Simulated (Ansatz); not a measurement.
A structure relaxed at PBE-D4/def2-SVPD in Ansatz, charge -1, singlet:

Cartesian coordinates in Å:
```
B -0.432 -1.216 0.829
B -1.016 0.335 1.100
B -0.215 -0.003 -0.450
B 1.429 0.551 -0.066
B 0.134 1.427 0.547
B 0.729 0.009 1.535
B 1.082 -1.082 0.113
H -1.019 -2.257 1.071
H -2.104 0.621 1.570
N -0.906 -0.011 -1.907
H -0.476 -0.736 -2.495
H -0.780 0.903 -2.360
H -1.911 -0.205 -1.818
H 2.429 1.017 -0.587
H 0.024 2.642 0.546
H 1.252 0.015 2.636
H 1.781 -2.009 -0.261
```

Problem. Give its formula, name or SMILES and point group.

Solution. [closo-1-(NH3)B7H6]- (B₇NH₉⁻). Point group Cs (tolerance 0.1 Å).

Problem. Summarise the bond lengths by kind (pairs closer than 1.2 times the sum of covalent radii, bridged metal pairs left out).

Solution. 15 × B–B 1.68 to 1.83 Å; 1 × B–N 1.61 Å; 6 × B–H 1.22 Å; 3 × H–N 1.03 Å.
